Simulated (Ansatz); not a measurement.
CH₅AlOSiTe (`C1[SiH2][O][AlH][Te]1`), relaxed with RKS PBE-D4/def2-SVP in the Gaussian-basis code of Ansatz from a rough embedded geometry. The force threshold is 0.03 eV/Å; the program also tests the step.

Charge 0, multiplicity 1. Te takes the def2 core potential.

Start:

```xyz
10

C    -1.284    0.204    0.251
Si    0.114    0.616   -0.837
O     1.526    0.865    0.115
Al    1.625   -0.740    1.085
Te   -0.818   -1.366    1.678
H    -1.611    1.103    0.879
H    -2.196   -0.120   -0.333
H    -0.167    1.804   -1.581
H     0.286   -0.501   -1.835
H     2.525   -1.865    0.578
```

```tsv
step	energy (eV)	largest force (eV/Å)	largest move (Å)
1	-24917.1713	2.356	0.000
2	-24917.6463	1.349	0.195
3	-24917.8485	0.553	0.197
4	-24917.9522	0.598	0.200
5	-24918.0327	0.290	0.191
6	-24918.0931	0.102	0.200
7	-24918.1127	0.130	0.200
8	-24918.1165	0.023	0.037
```

End:

```xyz
10

C    -1.346    0.233    0.261
Si    0.024    0.615   -1.005
O     1.517    0.224   -0.333
Al    1.629   -0.961    0.935
Te   -0.772   -1.442    1.603
H    -1.567    1.093    0.923
H    -2.284   -0.085   -0.235
H     0.000    2.075   -1.359
H    -0.214   -0.212   -2.240
H     3.014   -1.541    1.450
```

Run time 16 s (4 threads of an Arm Neoverse V1 on a shared host); peak host memory 0.19 GiB.
